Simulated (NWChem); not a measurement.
System: CsI; SMILES [I][Cs]

```xyz
2

Cs     0.0000     0.0000    -1.6602
I      0.0000     0.0000     1.7229
```
Atoms are numbered in this order, from 1.

Computed with NWChem. Medium grid unless said otherwise, to which SCAN and Minnesota functionals are sensitive. All runs use the structure optimised with PBE0/def2-SVP. def2 effective core potentials on I, Cs; no spin-orbit coupling. B3LYP is NWChem's, with the RPA form of VWN correlation.

Question: Among these, which level gives the lowest value of “dipole (D)”?
A. MPW1K/def2-SVP
B. LC-wPBE (HJS exchange hole, range parameter 0.4 per bohr)/def2-SVP
C. PW91/def2-SVP
D. M06-L/def2-SVP

Answer: C, PW91/def2-SVP. Values: PW91/def2-SVP 11.15; M06-L/def2-SVP 11.87; MPW1K/def2-SVP 12.20; LC-wPBE (HJS exchange hole, range parameter 0.4 per bohr)/def2-SVP 12.51
